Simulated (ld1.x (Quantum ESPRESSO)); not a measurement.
# Configuration tests for Ti (Z = 22) (RRKJ)

Ti (Z = 22), norm-conserving RRKJ (Kleinman–Bylander form), made with ld1.x (Quantum ESPRESSO) 7.5 (PBE, scalar-relativistic). Core [Ar], reference 3d2 4s1 4p1. Waves: 4p (bound): rc 2.65 bohr; 3d (bound): rc 2.20 bohr; 4f channel at -0.05 Ry: rc 2.80 bohr; 4s (bound): rc 2.40 bohr. Local part: the s channel. Core correction: Bessel-smoothed model core, default radius (core density twice the valence density). rho0 = 0.001.

Energies are relative to the spin-unpolarised reference configuration 3d2 4s1 4p1; without spin polarisation the order of configurations can differ from experiment. The frozen-core shift is the all-electron ΔE with the core orbitals held at their reference shape minus the fully relaxed ΔE.

```csv
valence configuration,charge,ΔE all-electron (eV),error AE − PS (meV),frozen-core shift (meV)
3d2 4s2 4p0,0,-3.076,-1.5,+0.5
3d2 4s1 4p0,+1,4.271,-1.8,+0.7
3d2 4s0 4p0,+2,17.843,-21,+8.7
3d2 4s0 4p2,0,3.212,-2.8,+1.1
3d1 4s2 4p1,0,1.596,-130,+290
3d2 4s1.5 4p0,+0.5,-0.139,-1.4,+0.4
3d3 4s1 4p0,0,-1.970,-136,+96
```

Levels in the configuration 3d2 4s2 4p0:

| level | all-electron (eV) | pseudo (eV) |
| --- | --- | --- |
| 3d | -4.259 | -4.235 |
| 4s | -4.467 | -4.466 |
